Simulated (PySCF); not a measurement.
C8H20P (charge +1).
Bonds: C1–C2, C2–P3, P3–C4, P3–C5, C5–C6, P3–C7, C7–C8, C7–C9. Hydrogens: H10, H11, H12 on C1; H13, H14 on C2; H15, H16, H17 on C4; H18, H19 on C5; H20, H21, H22 on C6; H23 on C7; H24, H25, H26 on C8; H27, H28, H29 on C9.

Computed with PySCF at PBE0/pcSseg-1, non-relativistic, on one gas-phase PBE0-D3(BJ)/def2-SVP geometry that isn't relaxed in the solvent. The solvent is an IEF-PCM continuum (cavity from Bondi-type radii × 1.2). Specific hydrogen bonds and non-electrostatic terms are outside this model.

Gas phase at PBE0/pcSseg-1: HOMO -13.20 eV, LUMO -3.01 eV.

What does the continuum do to the energy and the frontier levels at PBE0/pcSseg-1 in chloroform and dichloromethane?

| solvent | ε | E(solvent) − E(gas) (kcal/mol) | polarisation term (kcal/mol) | distortion of the solute (kcal/mol) | HOMO (eV) | LUMO (eV) |
| --- | --- | --- | --- | --- | --- | --- |
| chloroform | 4.711 | -39.39 | -39.89 | 0.50 | -10.07 | 0.12 |
| dichloromethane | 8.93 | -44.52 | -45.26 | 0.74 | -9.68 | 0.53 |

The polarisation term is half the interaction of the solute with the surface charges that it induces; the rest is the cost of distorting the solute's density. The sum is the electrostatic part of solvation alone. From chloroform to dichloromethane the lowering changes by a factor 1.13, Born's factor 1 − 1/ε by 1.13 and ε itself by 1.9.

Which radius a makes Born's formula ΔE = −(q²/2a)(1 − 1/ε) give the value in dichloromethane?

a = q²(1 − 1/ε)/(2|ΔE|) = 3.31 Å, with q = +1 e and |ΔE| = 0.0709 Eh; the farthest nucleus lies 3.87 Å from the centroid of the nuclei. The formula assumes a point charge at the centre of a sphere.

Which IAO charges (PBE0/pcSseg-1) respond most in chloroform (means over atoms taken as equivalent)?

| atoms | environment | gas (e) | solvent (e) | change |
| --- | --- | --- | --- | --- |
| P3 | phosphonium phosphorus | +1.189 | +1.199 | +0.010 |
| H23 | methine hydrogen | +0.162 | +0.167 | +0.005 |
| H10 (×6) | methyl hydrogen | +0.160 | +0.156 | -0.004 |
| H14/H19 | methylene hydrogen | +0.173 | +0.177 | +0.004 |
| H13/H18 | methylene hydrogen | +0.173 | +0.176 | +0.003 |
| H24 (×6) | methyl hydrogen | +0.156 | +0.154 | -0.002 |
| C7 | sp3 carbon bound to phosphorus | -0.288 | -0.286 | +0.002 |
| C1/C6 | methyl carbon | -0.415 | -0.414 | +0.001 |

Shape of the structure used: `[CH3:1][CH2:2][P+:3]([CH3:4])([CH2:5][CH3:6])[CH:7]([CH3:8])[CH3:9]`: C1–C2–P3–C4 65°, C2–P3–C5–C6 -62°, C2–P3–C7–C8 -60°.
